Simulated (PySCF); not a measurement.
# TlH at M06-L

Level: M06-L. Tl def2-SVP with ECP60, H def2-SVP; scalar-relativistic core potentials (PySCF 2.14).

For TlH, the state is ¹Σ⁺ (singlet), closed shell. The bond length is 1.953 Å and the harmonic wavenumber is 1318 cm⁻¹. The force constant is 1.03 mdyn/Å. The rotational constant Be is 4.409 cm⁻¹, the anharmonicity ωexe is 18.8 cm⁻¹ and the vibration–rotation constant αe is 0.115 cm⁻¹. The well depth De to Tl + H is 61.9 kcal/mol, the dissociation energy D0 is 60.0 kcal/mol and the HOMO–LUMO gap is 2.95 eV. The bond order (Mayer) is 0.89 and the dipole moment (positive dipole means Tl(−)H(+)) is -1.66 D.

Spin–orbit coupling is left out, which matters for elements this heavy, above all for dissociation energies.
